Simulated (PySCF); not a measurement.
**Worked example: chemical shift, span and skew from a shielding tensor**

GaF, SMILES [F][Ga] (connectivity only; charge and spin as stated), neutral, multiplicity 1. Atoms are numbered in the order given.

```xyz
2

Ga     0.0000     0.0000    -0.4056
F      0.0000     0.0000     1.3971
```
Charge 0, spin multiplicity 1.

Geometry: B3LYP-D3(BJ)/def2-TZVPD.

GIAO shieldings from PBE/pcSseg-2 run with PySCF, non-relativistic, no solvent. The symmetric part of the tensor of F2 has the principal values -136.4, -136.4, 488.4 ppm. The same nucleus in CFCl3 has σ = 132.0 ppm at this level (PySCF, at its B3LYP-D3(BJ)/def2-TZVP geometry).

Work out the isotropic shielding, the ¹⁹F shift against CFCl3, the span and the skew.


σ(iso) = (σ11 + σ22 + σ33)/3 = 71.9 ppm. δ = σ(ref) − σ(iso) = 132.0 − (71.9) = 60.1 ppm.
Span Ω = σ33 − σ11 = 624.8 ppm. Skew κ = 3(σ(iso) − σ22)/Ω = 1.00, an axial tensor. Tumbling in solution averages the tensor to δ; in a static solid the shielding alone would spread this spin-1/2 line over Ω.
